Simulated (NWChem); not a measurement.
Molecule: SiNH4F; SMILES N[SiH2]F

```xyz
7

Si     0.4747     0.0857     0.0293
N     -0.3384    -1.4278     0.1486
F     -0.4855     1.3565    -0.3914
H      1.5076    -0.0343    -1.0476
H      1.0333     0.4115     1.3794
H     -0.9643    -1.6201     0.9340
H     -0.6468    -1.9193    -0.6932
```
Atoms are numbered in this order, from 1.

Computed with NWChem. Pople sets run with spherical d functions. Structure relaxed at the PBE-D3(BJ)/def2-SVP level. Level: M05-2X/6-31G* with SMD (1 M gas to 1 M solution), gas-phase geometry. Reactions with the solvent are ignored.

| solvent | dielectric constant | solvation free energy (kcal/mol) | cavity-dispersion-structure term (kcal/mol) | dipole in solution (D) |
|---|---|---|---|---|
| water | 78.4 | -2.4 | 3.3 | 2.29 |
| benzene | 2.27 | -2.5 | 0.6 | 2.10 |
| tetrahydrofuran | 7.43 | -3.8 | 1.1 | 2.23 |
| acetonitrile | 35.7 | -4.4 | 1.2 | 2.28 |
